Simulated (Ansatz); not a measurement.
Reaction (redistribution): `CSB(F)F` + `[CH3][Mo]([NH2])(=[O])=[O]` → `CSB(N)F` + `[CH3][Mo](=[O])(=[O])[F]`

Computed with Ansatz on PBE0-D4/def2-TZVP structures; ΔE is electronic, products minus reactants. CBS: MP2 limit from def2 TZ/QZ plus the TZ coupled-cluster correction, frozen cores. DFT in def2-TZVPP. B3LYP here is the variant with VWN-RPA as its local correlation; programs differ in this. Elements past krypton have def2 core potentials. For Mo outer-core shells are correlated without core-valence functions, which leaves a few kJ/mol of doubt a bond. Each species was taken in one conformer, which may not be the lowest.

```csv
level,ΔE (kJ/mol),difference from CCSD(T)/CBS
PBE-D4,-19.0,-8.3
r2SCAN-D4,-19.3,-8.6
PBE0-D4,-16.6,-5.9
B3LYP-D4,-14.8,-4.1
ωB97X-V,-20.6,-9.9
ωB97M-V,-16.8,-6.1
B2PLYP,-15.4,-4.7
PBE,-20.5,-9.8
r2SCAN,-19.7,-9.0
PBE0,-18.0,-7.3
B3LYP,-17.2,-6.5
HF/def2-TZVPP,-13.2,-2.5
MP2/def2-TZVPP,-9.5,1.2
SCS-MP2/def2-TZVPP,-11.9,-1.2
CCSD/def2-TZVPP,-8.4,2.3
CCSD(T)/def2-TZVPP,-7.3,3.4
HF/def2-QZVPP,-13.8,-3.1
MP2/def2-QZVPP,-11.7,-1.0
SCS-MP2/def2-QZVPP,-13.9,-3.2
HF/CBS(def2),-13.9,-3.2
MP2/CBS(def2),-12.9,-2.2
CCSD/CBS(def2),-11.8,-1.1
CCSD(T)/CBS,-10.7,0
```

Largest T1 diagnostic among the species: 0.025, so the coupled-cluster value is less sure than usual.

In def2-TZVPP, CCSD(T) changes the Hartree–Fock value by +5.9 kJ/mol (the triples alone add +1.1 kJ/mol) and MP2 by +3.7 kJ/mol.
